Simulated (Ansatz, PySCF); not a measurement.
This Ansatz (a program for electronic structure) input computes a B3LYP/def2-TZVPD energy:

Ansatz 0.2 input:
```yaml
crystal:
  periodic: [false, false, false]
  atoms:
    - {symbol: O, position_ang: [-0.90817087, -0.60113466, -0.89647136]}
    - {symbol: S, position_ang: [-0.08680052, -0.06701727, 0.18179398]}
    - {symbol: O, position_ang: [-0.11007442, 1.38924843, 0.21833580]}
    - {symbol: O, position_ang: [1.27161202, -0.59249344, 0.14748729]}
    - {symbol: H, position_ang: [-0.63812544, -0.49268628, 1.33648235]}
basis:
  gaussian:
    orbitals: def2-TZVPD
hamiltonian:
  xc: {name: B3LYP}
magnetization: {spin_polarized: true, initial_magnetization: 1}
output: {forces: true}
```

### Question
Write an input for the same energy in PySCF and say what it gives.

### Answer

```python
from pyscf import gto, scf, dft

mol = gto.M(
    atom='''
    O    -0.90817087   -0.60113466   -0.89647136
    S    -0.08680052   -0.06701727    0.18179398
    O    -0.11007442    1.38924843    0.21833580
    O     1.27161202   -0.59249344    0.14748729
    H    -0.63812544   -0.49268628    1.33648235
    ''',
    basis='def2-tzvpd',
    charge=0,
    spin=1,
    verbose=4,
)

mf = dft.UKS(mol, xc='b3lyp').density_fit(auxbasis='def2-universal-jkfit')
mf.grids.level = 3
mf.conv_tol = 1e-9
mf.max_cycle = 100
mf.max_memory = 1500
mf.kernel()
if not mf.converged:
    mf = mf.newton()
    mf.kernel(mf.make_rdm1())
for _ in range(2):
    mo, _, stable, _ = mf.stability(return_status=True)
    if stable:
        break
    mf.kernel(mf.make_rdm1(mo, mf.mo_occ))
mf.analyze()
```
It gives -624.49942 Eh, and Ansatz -624.49943 Eh, a difference of 0.01 mEh.

It need not be the lowest isomer of its formula.
